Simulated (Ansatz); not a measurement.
Species: C₄H₈Si, SMILES `CC[SiH]1C=C1` (C–C–Si–C torsion 25°) (charge 0, multiplicity 1).

Give a relaxed geometry from Ansatz (a quantum-chemistry and plane-wave program) with B3LYP-D3(BJ)/def2-TZVP.

Several could match; the one computed here: the end point of this relaxation, one of several conformers (outside a Z-matrix the atoms follow the SMILES, hydrogens last).
Bonds (Å): C1–C2 1.531, C1–H6 1.092, C1–H7 1.091, C1–H8 1.091, C2–Si3 1.874, C2–H9 1.095, C2–H10 1.095, Si3–C4 1.811, Si3–C5 1.811, Si3–H11 1.481, C4–C5 1.334, C4–H12 1.082, C5–H13 1.082. Angles (°): C2–C1–H6 111.4, C2–C1–H7 111.2, C2–C1–H8 111.2, H6–C1–H7 107.9, H6–C1–H8 107.8, H7–C1–H8 107.2, C1–C2–Si3 114.3, C1–C2–H9 110.6, C1–C2–H10 110.5, Si3–C2–H9 107.7, Si3–C2–H10 107.8, H9–C2–H10 105.5, C2–Si3–C4 123.0, C2–Si3–C5 123.0, C2–Si3–H11 111.0, C4–Si3–C5 43.2, C4–Si3–H11 120.5, C5–Si3–H11 120.5, Si3–C4–C5 68.4, Si3–C4–H12 156.9, C5–C4–H12 134.7, Si3–C5–C4 68.4, Si3–C5–H13 156.9, C4–C5–H13 134.7.
